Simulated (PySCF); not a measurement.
H3N, charge +1, doublet, geometry from GFN2-xTB (a state made from the parent by changing its charge; the spin is typed, not shown lowest), with bond 2-1 at 1.6 times its length; TPSS/def2-TZVP in PySCF.

Here is a job for PySCF.
```python
from pyscf import gto, scf, dft

mol = gto.M(
    atom='''
N     0.00000000   -0.00000000    0.00000000
H     0.02404117    1.64435456   -0.03111717
H     0.88265094   -0.52673581    0.01709961
H    -0.89767667   -0.50098579    0.00234863
''',
    basis='def2-tzvp',
    charge=1,
    spin=1,
    verbose=4,
)

mf = dft.UKS(mol)
mf.xc = 'tpss'
mf.diis = False
mf.damp = 0.3
mf.diis_start_cycle = 200
mf.max_cycle = 150
mf.kernel()
mf.analyze()
```

**Question.** What does PySCF print? Leave out banner, timings and long lists.

**Answer.** 
```
PySCF version 2.14.0

[INPUT] verbose = 4
[INPUT] num. atoms = 4
[INPUT] num. electrons = 9
[INPUT] charge = 1
[INPUT] spin (= nelec alpha-beta = 2S) = 1
[INPUT] symmetry False subgroup None
[INPUT] Mole.unit = angstrom
[INPUT] Symbol           X                Y                Z      unit          X                Y                Z       unit  Magmom
[...]
nuclear repulsion = 10.2090555086752
number of shells = 23
number of NR pGTOs = 70
number of NR cGTOs = 49
basis = def2-tzvp
ecp = {}

******** <class 'pyscf.dft.uks.UKS'> ********
method = UKS
initial guess = minao
damping factor = 0.3
level_shift factor = 0
DIIS disabled
SCF conv_tol = 1e-09
SCF conv_tol_grad = None
SCF max_cycles = 150
direct_scf = True
direct_scf_tol = 1e-13
number electrons alpha = 5  beta = 4
XC library pyscf.dft.libxc version 7.1.2
    S. Lehtola, C. Steigemann, M. J. T. Oliveira, and M. A. L. Marques,  SoftwareX 7, 1–5 (2018)
XC functionals = tpss
    J. Tao, J. P. Perdew, V. N. Staroverov, and G. E. Scuseria,  Phys. Rev. Lett. 91, 146401 (2003)
    J. P. Perdew, J. Tao, V. N. Staroverov, and G. E. Scuseria,  J. Chem. Phys. 120, 6898 (2004)
    J. Tao, J. P. Perdew, V. N. Staroverov, and G. E. Scuseria,  Phys. Rev. Lett. 91, 146401 (2003)
    J. P. Perdew, J. Tao, V. N. Staroverov, and G. E. Scuseria,  J. Chem. Phys. 120, 6898 (2004)
radial grids:
    Treutler-Ahlrichs [JCP 102, 346 (1995); DOI:10.1063/1.469408] (M4) radial grids

becke partition: Becke, JCP 88, 2547 (1988); DOI:10.1063/1.454033
pruning grids: <function nwchem_prune>
grids dens level: 3
symmetrized grids: False
atomic radii adjust function: <function treutler_atomic_radii_adjust>
small_rho_cutoff = 0
Set gradient conv threshold to 3.16228e-05
tot grids = 43328
init E= -56.2740367980197

cycle= 1 E= -56.1075133724573  delta_E= 0.167  |g|= 0.148  |ddm|= 0.778
cycle= 2 E= -56.1207694556029  delta_E= -0.0133  |g|= 0.0764  |ddm|= 0.145
cycle= 3 E= -56.1214843954524  delta_E= -0.000715  |g|= 0.0664  |ddm|= 0.068
cycle= 4 E= -56.1212626892438  delta_E= 0.000222  |g|= 0.072  |ddm|= 0.0758
cycle= 5 E= -56.1207010697388  delta_E= 0.000562  |g|= 0.0797  |ddm|= 0.0822
cycle= 6 E= -56.1200861404156  delta_E= 0.000615  |g|= 0.0876  |ddm|= 0.091
cycle= 7 E= -56.1191743382318  delta_E= 0.000912  |g|= 0.0968  |ddm|=  0.1
cycle= 8 E= -56.1182894762194  delta_E= 0.000885  |g|= 0.106  |ddm|= 0.11
cycle= 9 E= -56.1169799484391  delta_E= 0.00131  |g|= 0.116  |ddm|= 0.12
cycle= 10 E= -56.1157890509549  delta_E= 0.00119  |g|= 0.126  |ddm|= 0.132
cycle= 11 E= -56.1139612350864  delta_E= 0.00183  |g|= 0.138  |ddm|= 0.144
cycle= 12 E= -56.1124070685408  delta_E= 0.00155  |g|= 0.15  |ddm|= 0.156
cycle= 13 E= -56.1098960481942  delta_E= 0.00251  |g|= 0.164  |ddm|= 0.17
cycle= 14 E= -56.1079257406006  delta_E= 0.00197  |g|= 0.176  |ddm|= 0.184
cycle= 15 E= -56.1045342998645  delta_E= 0.00339  |g|= 0.192  |ddm|= 0.199
cycle= 16 E= -56.1021267165554  delta_E= 0.00241  |g|= 0.205  |ddm|= 0.215
cycle= 17 E= -56.0976465807069  delta_E= 0.00448  |g|= 0.222  |ddm|= 0.231
cycle= 18 E= -56.0948473012692  delta_E= 0.0028  |g|= 0.237  |ddm|= 0.248
cycle= 19 E= -56.0890963376993  delta_E= 0.00575  |g|= 0.255  |ddm|= 0.265
cycle= 20 E= -56.0860545310917  delta_E= 0.00304  |g|= 0.271  |ddm|= 0.284
cycle= 21 E= -56.0789279526364  delta_E= 0.00713  |g|= 0.29  |ddm|= 0.301
cycle= 22 E= -56.0759186837041  delta_E= 0.00301  |g|= 0.305  |ddm|= 0.32
cycle= 23 E= -56.0674389302945  delta_E= 0.00848  |g|= 0.324  |ddm|= 0.338
cycle= 24 E= -56.0648487956115  delta_E= 0.00259  |g|= 0.339  |ddm|= 0.355
cycle= 25 E= -56.0551877451987  delta_E= 0.00966  |g|= 0.357  |ddm|= 0.372
cycle= 26 E= -56.0534520971724  delta_E= 0.00174  |g|= 0.37  |ddm|= 0.389
cycle= 27 E= -56.0429044643366  delta_E= 0.0105  |g|= 0.387  |ddm|= 0.404
cycle= 28 E= -56.0424121216791  delta_E= 0.000492  |g|= 0.399  |ddm|= 0.419
cycle= 29 E= -56.0313250130572  delta_E= 0.0111  |g|= 0.413  |ddm|= 0.433
[...]
cycle= 142 E= -55.9943122300879  delta_E= -0.0099  |g|= 0.505  |ddm|= 0.533
cycle= 143 E= -55.9844113534175  delta_E= 0.0099  |g|= 0.505  |ddm|= 0.533
cycle= 144 E= -55.9943122300391  delta_E= -0.0099  |g|= 0.505  |ddm|= 0.533
cycle= 145 E= -55.9844113533727  delta_E= 0.0099  |g|= 0.505  |ddm|= 0.533
cycle= 146 E= -55.9943122300049  delta_E= -0.0099  |g|= 0.505  |ddm|= 0.533
cycle= 147 E= -55.9844113533411  delta_E= 0.0099  |g|= 0.505  |ddm|= 0.533
cycle= 148 E= -55.9943122299807  delta_E= -0.0099  |g|= 0.505  |ddm|= 0.533
cycle= 149 E= -55.9844113533188  delta_E= 0.0099  |g|= 0.505  |ddm|= 0.533
cycle= 150 E= -55.9943122299637  delta_E= -0.0099  |g|= 0.505  |ddm|= 0.533
SCF not converged.
SCF energy = -55.9943122299637 after 150 cycles  <S^2> = 0.75864402  2S+1 = 2.0086254
**** SCF Summaries ****
Total Energy =                         -55.994312229963661
Nuclear Repulsion Energy =              10.209055508675229
One-electron Energy =                  -94.734958999205418
Two-electron Energy =                   28.531591260566525
Two-electron Coulomb Energy =           36.411372777492033
DFT Exchange-Correlation Energy =       -7.879781516925508
**** MO energy ****
                             alpha | beta                alpha | beta
[...]
To work with the spin densities directly, `use mulliken_meta_spin()` only printing them here.

 ** Mulliken spin pop alpha/beta on meta-lowdin orthogonal AOs **
 ** Mulliken Spin Density (per AO)  **
spin_pop of  0 N 1s       -0.00001
spin_pop of  0 N 2s        0.03993
spin_pop of  0 N 3s       -0.00004
spin_pop of  0 N 4s       -0.00008
spin_pop of  0 N 5s       -0.00000
spin_pop of  0 N 2px       0.02230
spin_pop of  0 N 2py       0.04168
spin_pop of  0 N 2pz       0.99688
spin_pop of  0 N 3px      -0.00010
spin_pop of  0 N 3py       0.00027
spin_pop of  0 N 3pz       0.00210
spin_pop of  0 N 4px      -0.00003
spin_pop of  0 N 4py      -0.00001
spin_pop of  0 N 4pz       0.00000
spin_pop of  0 N 3dxy     -0.00022
spin_pop of  0 N 3dyz      0.00025
spin_pop of  0 N 3dz^2    -0.00193
spin_pop of  0 N 3dxz     -0.00000
spin_pop of  0 N 3dx2-y2   -0.00013
spin_pop of  0 N 4dxy      0.00003
spin_pop of  0 N 4dyz      0.00002
spin_pop of  0 N 4dz^2     0.00011
spin_pop of  0 N 4dxz      0.00000
spin_pop of  0 N 4dx2-y2    0.00002
spin_pop of  0 N 4f-3      0.00005
spin_pop of  0 N 4f-2     -0.00000
spin_pop of  0 N 4f-1     -0.00018
spin_pop of  0 N 4f+0      0.00001
spin_pop of  0 N 4f+1     -0.00029
spin_pop of  0 N 4f+2      0.00001
spin_pop of  0 N 4f+3      0.00000
spin_pop of  1 H 1s       -0.04629
spin_pop of  1 H 2s       -0.00032
spin_pop of  1 H 3s        0.00010
spin_pop of  1 H 2px       0.00000
spin_pop of  1 H 2py      -0.00032
spin_pop of  1 H 2pz       0.00000
spin_pop of  2 H 1s       -0.02583
spin_pop of  2 H 2s       -0.00091
spin_pop of  2 H 3s       -0.00015
spin_pop of  2 H 2px      -0.00010
spin_pop of  2 H 2py      -0.00008
spin_pop of  2 H 2pz       0.00015
spin_pop of  3 H 1s       -0.02583
spin_pop of  3 H 2s       -0.00091
spin_pop of  3 H 3s       -0.00015
spin_pop of  3 H 2px      -0.00010
spin_pop of  3 H 2py      -0.00007
spin_pop of  3 H 2pz       0.00015
 ** Mulliken Spin Density (per atom)  **
spin density of  0 N =      1.10065
spin density of  1 H =     -0.04682
spin density of  2 H =     -0.02692
spin density of  3 H =     -0.02692
 ** Mulliken pop alpha/beta on meta-lowdin orthogonal AOs **
 ** Mulliken pop       alpha | beta **
In total             5.00000 | 4.00000
 ** Mulliken atomic charges   ( Nelec_alpha | Nelec_beta ) **
charge of  0N =     -0.60289  (     4.35177      3.25112 )
charge of  1H =      0.74611  (     0.10354      0.15035 )
charge of  2H =      0.42839  (     0.27235      0.29926 )
charge of  3H =      0.42839  (     0.27235      0.29927 )

WARN: System has nonzero charge 1; the dipole moment is origin-dependent.
Location of origin: [0. 0. 0.]

Dipole moment(X, Y, Z, Debye):  0.05207,  3.56167, -0.06740
```

The run did not converge; its last values are not results.
